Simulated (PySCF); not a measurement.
Cl3H2NSn. Atoms are numbered in the order given.

```xyz
7

N      2.1944    -0.3601    -0.2575
Sn     0.2057    -0.0377    -0.0153
Cl    -0.9501    -1.3532    -1.5675
Cl    -0.2109     2.2301    -0.4174
Cl    -0.6525    -0.5544     2.1174
H      2.4430    -1.3271    -0.0387
H      2.7411     0.2507     0.3534
```

Geometry optimised at B3LYP-D3(BJ)/def2-SVP. The structure was generated by enumeration; whether it is a known compound was not checked. The def2 effective core potentials stand for the cores of Sn; spin–orbit coupling is left out. One conformer was computed; it need not be the lowest.

The numbers are results of B3LYP/def2-TZVP (PySCF), not measurements.

The molecule is in vacuum.

```
Property                                                                                                       Result
---------------------------------------------------------------------------------------------  ----------------------
total energy                                                                                      -1651.18700 hartree
highest occupied level                                                                                       -8.40 eV
lowest empty level                                                                                           -3.16 eV
orbital gap                                                                                                   5.25 eV
dipole moment                                                                                                  2.66 D
quadrupole, principal values (traceless, Buckingham form, about the centre of nuclear charge)  -8.18, -0.84, 9.02 D·Å
mean static polarisability                                                                      83.5 bohr³ (12.37 Å³)
polarisability, principal values                                                               77.9, 86.0, 86.6 bohr³
```
